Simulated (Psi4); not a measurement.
Cl$_{3}$OW (SMILES [O]=[W+]([Cl])([Cl])[Cl]), charge +1, singlet, at a GFN2-xTB geometry (such geometries of metal compounds can be far from the true shape) (the multiplicity is a formal guess) (core potentials on W); M06-L/def2-SVP (Psi4 1.11).

Input for Psi4:
```
memory 2 GB

molecule {
1 1
  W     0.15325738   -0.06661927   -0.07001962
  O     1.56062323   -0.67838551   -0.71301127
  Cl    0.54604922    0.88209802    1.78512300
  Cl   -0.70058332    1.35397061   -1.39243578
  Cl   -1.24699718   -1.62683861    0.24763876
}

set basis def2-svp

energy('m06-l')
print_variables()
```

Task: Write the output that Psi4 gives for this input, abridged.

Result: 
```
   => Loading Basis Set <=

    Name: DEF2-SVP
    Role: ORBITAL
    Keyword: BASIS

    !!!  WARNING: ECP capability is in beta. Please check occupations closely.  !!!

         ---------------------------------------------------------
                                   SCF
               by Justin Turney, Rob Parrish, Andy Simmonett
                          and Daniel G. A. Smith
                              RKS Reference
         ---------------------------------------------------------

  ==> Geometry <==

    Molecular point group: c1
    Full point group: C1

    Geometry (in Angstrom), charge = 1, multiplicity = 1:

       Center              X                  Y                   Z               Mass
    ------------   -----------------  -----------------  -----------------  -----------------
         W            0.139664139041    -0.060710442629    -0.063809192322   183.950930920000
         O            1.547029989041    -0.672476682629    -0.706800842322    15.994914619570
         CL           0.532455979041     0.888006847371     1.791333427678    34.968852682000
         CL          -0.714176560959     1.359879437371    -1.386225352322    34.968852682000
         CL          -1.260590420959    -1.620929782629     0.253849187678    34.968852682000

  Running in c1 symmetry.

  Rotational constants: A =      0.05619  B =      0.05619  C =      0.04060 [cm^-1]
  Rotational constants: A =   1684.51418  B =   1684.51418  C =   1217.17235 [MHz]
  Nuclear repulsion =  416.264518124062533

  Charge       = 1
  Multiplicity = 1
  Electrons    = 72
  Nalpha       = 36
  Nbeta        = 36

  ==> Algorithm <==

  SCF Algorithm Type is DF.
  DIIS enabled.
  MOM disabled.
  Fractional occupation disabled.
  Guess Type is SAD.
  Energy threshold   = 1.00e-06
  Density threshold  = 1.00e-06
  Integral threshold = 1.00e-12

  ==> Primary Basis <==

  Basis Set: DEF2-SVP
    Blend: DEF2-SVP
    Number of shells: 42
    Number of basis functions: 100
    Number of Cartesian functions: 109
    Spherical Harmonics?: true
    Max angular momentum: 3

  Core potential: DEF2-SVP
    Number of shells: 4
    Number of ECP primitives: 10
    Number of ECP core electrons: 60
    Max angular momentum: 3

  ==> DFT Potential <==

   => LibXC <=

    Version 7.1.2
    S. Lehtola, C. Steigemann, M. J. T. Oliveira, and M. A. L. Marques,  SoftwareX 7, 1–5 (2018) (10.1016/j.softx.2017.11.002)

   => Composite Functional: M06-L <=

    M06-L Meta-GGA XC Functional

[...]
   @DF-RKS iter   6: -1522.35130391377925   -6.89122e-04   9.85380e-04 ADIIS/DIIS
   @DF-RKS iter   7: -1522.35454531564028   -3.24140e-03   4.58119e-04 ADIIS/DIIS
   @DF-RKS iter   8: -1522.35537008569281   -8.24770e-04   1.63796e-04 ADIIS/DIIS
   @DF-RKS iter   9: -1522.35546797535267   -9.78897e-05   5.19548e-05 DIIS
   @DF-RKS iter  10: -1522.35547924239700   -1.12670e-05   5.91795e-06 DIIS
   @DF-RKS iter  11: -1522.35547940331867   -1.60922e-07   7.74610e-07 DIIS
  Energy and wave function converged.

  ==> Post-Iterations <==

   Electrons on quadrature grid:
      Ntotal   =   72.0000064587 ; deviation = 6.459e-06

    Orbital Energies [Eh]
    ---------------------

    Doubly Occupied:

[...]
    Virtual:

[...]
     100A    575.427330

    Final Occupation by Irrep:
              A
    DOCC [    36 ]
    NA   [    36 ]
    NB   [    36 ]

  @DF-RKS Final Energy: -1522.35547940331867

   => Energetics <=

    Nuclear Repulsion Energy =            416.2645181240625334
    One-Electron Energy =               -2934.7310607325816818
    Two-Electron Energy =                1096.8855853962973015
    DFT Exchange-Correlation Energy =    -100.7745221910965796
    Empirical Dispersion Energy =           0.0000000000000000
    VV10 Nonlocal Energy =                  0.0000000000000000
    Total Energy =                      -1522.3554794033186681

Computation Completed

Properties will be evaluated at   0.000000,   0.000000,   0.000000 [a0]

Properties computed using the SCF density matrix

 Multipole Moments:

 ------------------------------------------------------------------------------------
     Multipole            Electronic (a.u.)      Nuclear  (a.u.)        Total (a.u.)
 ------------------------------------------------------------------------------------

 L = 1.  Multiply by 2.5417464519 to convert [e a0] to [Debye]
 Dipole X            :         18.6702646          -19.2520558           -0.5817912
 Dipole Y            :         -8.1151721            8.3686538            0.2534817
 Dipole Z            :         -8.5301369            8.7958021            0.2656652
 Magnitude           :                                                    0.6879767

 ------------------------------------------------------------------------------------

  Variable Map:
  ----------------------------------------------------------------------------
[...]
  Array Variable Map:
  ----------------------------------------------------------------------------
[...]
[...]
```
